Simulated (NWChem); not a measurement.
System: CH7NSi; SMILES [SiH3]CN

```xyz
10

N      0.4295    -1.6244     0.0184
C     -0.6321    -0.6328    -0.0089
Si     0.1039     1.1117     0.0262
H      0.0523    -2.5673     0.0895
H      0.9711    -1.5960    -0.8430
H     -1.3504    -0.7138    -0.8543
H     -1.2405    -0.7281     0.9078
H     -0.9793     2.1338    -0.1254
H      1.0654     1.2723    -1.1109
H      0.8340     1.3589     1.3049
```
Atoms are numbered in this order, from 1.

Program: NWChem. Pople sets run with spherical d functions. All runs use the structure optimised with PBE0/def2-SVP. GIAO values for the isolated, static molecule; σ is the absolute isotropic shielding, δ = σ(reference) − σ with the isolated reference molecule computed at the same levels (13C: tetramethylsilane, 1H: tetramethylsilane, 29Si: tetramethylsilane).

**Question.** Predict the results for B3LYP/6-311G**. Quantities: δ C2 (ppm); δ Si3 (ppm); δ H4 (ppm); δ H5 (ppm); δ H6 (ppm); δ H7 (ppm); δ H8 (rotor mean) (ppm).

**Answer.** The δ C2 (ppm) is 28.5, the δ Si3 (ppm) comes out as -65.1 and the δ H4 (ppm) is 0.48. The δ H5 (ppm) is -0.06. The δ H6 (ppm) is 2.69, the δ H7 (ppm) is 2.45 and the δ H8 (rotor mean) (ppm) is 3.98.
